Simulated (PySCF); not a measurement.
The Ge–F bond energy of GeF₃⁺

Computed with PySCF, PBE0, basis Ge def2-TZVP, F def2-TZVP (no relativity, density fitting).

Each entry is the lowest minimum that a search over a few typed start shapes (and spin states, where more than one is plausible) found, or that minimum re-optimised at the stated level; isomers with ligand–ligand bonds, or fragments after loss of a ligand pair, can lie lower.

Total energies (Eh), which compare only within these settings: F atom -99.67618.

```
species  2S+1  group       E (Eh)  ZPE (kJ/mol)
  GeF₂⁺     2    C2v  -2275.99397          10.5
  GeF₃⁺     1    D3h  -2375.83092          19.3
```

Problem. What are De and D0 for GeF₃⁺ → GeF₂⁺ + F?

Solution. De = [(-2275.99397) + (-99.67618) − (-2375.83092)] × 2625.5 = 422 kJ/mol. The zero-point energy changes by -8.8 kJ/mol, so D0 = 413 kJ/mol.

Atoms and open shells are unrestricted, without spin–orbit or basis-set superposition corrections.
